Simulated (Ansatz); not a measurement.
The multiplicity was assumed; other spin states weren't computed. def2 core potentials replace the inner electrons of Au.

Species: C6H4Au2S2, SMILES `[Au][S]c1ccc([S][Au])cc1` (Au–S–C–C torsion 127°, C–C–S–Au torsion 117°) (charge 0, multiplicity 1).

Q: Give a relaxed geometry from Ansatz (a quantum-chemistry and plane-wave program) with PBE-D3(BJ)/def2-SVP.

A: One answer among several that fit: the end point of this relaxation, one of several conformers (outside a Z-matrix the atoms follow the SMILES, hydrogens last).
Bonded distances (Å): Au1–S2 2.282, S2–C3 1.773, C3–C4 1.414, C3–C10 1.418, C4–C5 1.400, C4–H11 1.100, C5–C6 1.413, C5–H12 1.100, C6–S7 1.774, C6–C9 1.418, S7–Au8 2.284, C9–C10 1.393, C9–H13 1.100, C10–H14 1.100. Bond angles (°): Au1–S2–C3 104.6, S2–C3–C4 118.0, S2–C3–C10 122.7, C4–C3–C10 119.1, C3–C4–C5 120.4, C3–C4–H11 119.3, C5–C4–H11 120.3, C4–C5–C6 120.4, C4–C5–H12 120.4, C6–C5–H12 119.2, C5–C6–S7 118.7, C5–C6–C9 119.1, S7–C6–C9 122.0, C6–S7–Au8 104.3, C6–C9–C10 120.5, C6–C9–H13 119.1, C10–C9–H13 120.4, C3–C10–C9 120.4, C3–C10–H14 119.2, C9–C10–H14 120.3.
